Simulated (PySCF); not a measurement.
**Question.** Write a Z-matrix for `[SiH3]P[SiH2]Cl` as optimised with PBE0-D3(BJ)/def2-SVP.

**Answer.** 
Z-matrix in Å and degrees, rows numbered from 1:
```
Si
P   1  2.2685
Si  2  2.2460  1   97.95
Cl  3  2.0775  2  114.17  1    43.24
H   1  1.4927  2  107.60  3   177.44
H   1  1.4908  2  113.52  3   -61.26
H   1  1.4934  2  106.82  3    60.24
H   2  1.4289  1   96.32  3    95.80
H   3  1.4895  2  108.10  1   -76.80
H   3  1.4893  2  108.72  1   163.33
```

Si3 (chlorine-bound silicon) is distorted tetrahedral (angles from 107.6° to 114.2°). Si1 (SiH3 silicon) is distorted tetrahedral (angles from 106.8° to 113.5°). The P–Si distances run from 2.246 Å (P2–Si3, drawn single) to 2.269 Å (Si1–P2, drawn single), a spread of 0.023 Å. P2 (three-coordinate phosphorus) is pyramidal (angles 98.0°, 96.3° and 94.8°, sum 289.1°, 0.95 Å off the plane of its three neighbours).

Method used: PBE0-D3(BJ)/def2-SVP geometry optimisation, gas phase (PySCF 2.14.0).

Point group: C1 (no symmetry element, even within 0.4 Å). Whether it is a minimum is left open (no frequencies). The numbers are those of one conformer (Si1–P2–Si3–Cl4 43°).

The run took 58 s wall on an Arm Neoverse V1 with one thread, shared host, and the process peaked at 0.43 GiB of memory. These figures are those of the optimisation.
